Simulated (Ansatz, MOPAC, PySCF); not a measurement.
Potential energy surface of CH3 (cation, charge +1), singlet: umbrella (inversion) coordinate, bond length relaxed. Scanned: angle between the C-H bonds and the threefold axis (90 = planar). Other coordinates (C-H bond length) were minimised at B3LYP/def2-TZVP. Each profile is relative to its own lowest point.

| a / ° | A | B | C |
|---|---|---|---|
| 90 | 0.0 | 0.0 | 0.0 |
| 93.90 | 1.3 | 1.1 | 1.0 |
| 96.90 | 4.0 | 3.6 | 3.0 |
| 99.90 | 8.1 | 7.4 | 6.2 |
| 102.90 | 13.8 | 12.5 | 10.5 |
| 105.90 | 21.0 | 19.0 | 15.9 |
| 108.90 | 29.8 | 27.0 | 22.4 |
| 111.90 | 40.1 | 36.3 | 30.1 |
| 114.90 | 52.0 | 47.1 | 38.8 |
| 117.90 | 65.5 | 59.5 | 48.6 |
| 120.90 | 80.7 | 73.4 | 59.5 |
| 123.90 | 97.7 | 89.2 | 71.4 |
| 126.90 | 116.5 | 106.8 | 84.3 |
| 129.90 | 137.3 | 126.5 | 98.1 |
| 132 | 153.1 | 141.7 | 108.3 |

Energies in kcal/mol.

### Question
Match the curves with the methods MOPAC 23.2.5 with PM7, restricted, heats of formation; RHF/aug-cc-pVQZ (Ansatz, a quantum-chemistry and plane-wave program); restricted B3LYP/LANL2DZ (PySCF).

### Answer
A is RHF/aug-cc-pVQZ; B is RKS-B3LYP/LANL2DZ; C is PM7.
